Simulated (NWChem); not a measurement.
System: C$_{2}$H$_{5}$ISi; SMILES [SiH3]/C=C\I

Excerpt of the output:

```
             Northwest Computational Chemistry Package (NWChem) 7.3.0
             --------------------------------------------------------

 CS  symmetry detected

                             Geometry "geometry" -> ""
                             -------------------------

 Output coordinates in angstroms (scale by  1.889725989 to convert to a.u.)

  No.       Tag          Charge          X              Y              Z
 ---- ---------------- ---------- -------------- -------------- --------------
    1 Si                  14.0000     0.61329336    -2.52131071     0.00000000
    2 C                    6.0000    -1.07952008    -1.70182836     0.00000000
    3 C                    6.0000    -1.33954927    -0.39353224     0.00000000
    4 I                   53.0000     0.13315561     1.10298556     0.00000000
    5 H                    1.0000     1.38869307    -2.13481765     1.21682500
    6 H                    1.0000     0.40770304    -4.00076733     0.00000000
    7 H                    1.0000     1.38869307    -2.13481765    -1.21682500
    8 H                    1.0000    -1.96711324    -2.34980212     0.00000000
    9 H                    1.0000    -2.34691449     0.03248336     0.00000000

 Effective nuclear repulsion energy (a.u.)     370.1947293236

      Symmetry information
      --------------------

 Group name             Cs
 Group number              2
 Group order               2
 No. of unique centers     8

  pbe96 is a nonlocal functional; adding pw91lda local functional.

                                 NWChem DFT Module
                                 -----------------

 Summary of "ao basis" -> "ao basis" (spherical)
 ------------------------------------------------------------------------------
       Tag                 Description            Shells   Functions and Types
 ---------------- ------------------------------  ------  ---------------------
 Si                          sto-3g                  5        9   3s2p
 C                           sto-3g                  3        5   2s1p
 I                           sto-3g                 11       27   5s4p2d
 H                           sto-3g                  1        1   1s

      Symmetry analysis of basis
      --------------------------

        a'         38
        a"         13

            General Information
            -------------------
          SCF calculation type: DFT
          Wavefunction type:  closed shell.
          No. of atoms     :     9
          No. of electrons :    84
           Alpha electrons :    42
            Beta electrons :    42
          Charge           :     0
          Spin multiplicity:     1
          Use of symmetry is: on ; symmetry adaption is: on
          Maximum number of iterations: 150
          AO basis - number of functions:    51
                     number of shells:    27
          Convergence on energy requested:  1.00D-06
          Convergence on density requested:  1.00D-05
          Convergence on gradient requested:  5.00D-04

              XC Information
              --------------
          PerdewBurkeErnzerhof Exchange Functional  1.000
            Perdew 1991 LDA Correlation Functional  1.000 local
           PerdewBurkeErnz. Correlation Functional  1.000 non-local

             Grid Information
             ----------------
          Grid used for XC integration:  medium
          Radial quadrature: Mura-Knowles
          Angular quadrature: Lebedev.
          Tag              B.-S. Rad. Rad. Pts. Rad. Cut. Ang. Pts.
          ---              ---------- --------- --------- ---------
          Si                  1.10       88          10.0       590
          C                   0.70       49          10.0       434
          I                   1.40      123          12.0       590
          H                   0.35       45          12.0       434
          Grid pruning is: on
          Number of quadrature shells:   489
          Spatial weights used:  Erf1

      Superposition of Atomic Density Guess
      -------------------------------------

 Sum of atomic energies:       -7212.82424001

      Non-variational initial energy
      ------------------------------

 Total energy =   -7213.114594
 1-e energy   =  -10684.957075
 2-e energy   =    3101.647751
 HOMO         =      -0.103610
 LUMO         =       0.250688

      Symmetry analysis of molecular orbitals - initial
      -------------------------------------------------

  Numbering of irreducible representations:

     1 a'          2 a"

  Orbital symmetries:

     1 a'          2 a'          3 a'          4 a'          5 a"
     6 a'          7 a'          8 a'          9 a'         10 a"
    11 a'         12 a'         13 a"         14 a'         15 a"
    16 a'         17 a'         18 a'         19 a'         20 a'
    21 a'         22 a"         23 a'         24 a"         25 a'
    26 a'         27 a'         28 a"         29 a'         30 a"
    31 a'         32 a'         33 a'         34 a'         35 a'
    36 a'         37 a"         38 a'         39 a"         40 a'
    41 a'         42 a"         43 a'         44 a"         45 a'
    46 a'         47 a'         48 a"         49 a'         50 a'
    51 a'

     ---------------------------------------------
      Total Density - Mulliken Population Analysis
     ---------------------------------------------

    Atom       Charge   Shell Charges
 -----------   ------   -------------------------------------------------------
    1 Si  14    13.15   2.00  1.99  5.88  1.26  2.02
    2 C    6     6.33   1.99  1.36  2.98
    3 C    6     5.83   1.99  1.28  2.55
    4 I   53    53.25   2.00  2.00  6.00  2.00  6.00  2.00  6.00  1.91  5.34 10.00 10.00
    5 H    1     1.20   1.20
    6 H    1     1.20   1.20
    7 H    1     1.20   1.20
    8 H    1     0.93   0.93
    9 H    1     0.93   0.93

[...]
```

Level: PBE/STO-3G, non-relativistic. All runs use the structure optimised with PBE0/def2-SVP (def2 core potentials past Kr).

**Question.** Write an input that gives this output.

**Answer.** One answer among several that fit: the input that was run:
```
start job
memory heap 200 mb stack 900 mb global 1100 mb
geometry units angstroms noautoz
  Si     0.621314    -2.478422     0.000000
  C     -1.083974    -1.685225     0.000000
  C     -1.364211    -0.381108     0.000000
  I      0.085167     1.138013     0.000000
  H      1.390642    -2.079980     1.216825
  H      0.438635    -3.960882     0.000000
  H      1.390642    -2.079980    -1.216825
  H     -1.961437    -2.346852     0.000000
  H     -2.378046     0.029273     0.000000
end
basis spherical
  Si library sto-3g
  C library sto-3g
  I library sto-3g
  H library sto-3g
end
dft
  xc xpbe96 cpbe96
  iterations 150
  mulliken
end
task dft energy
```
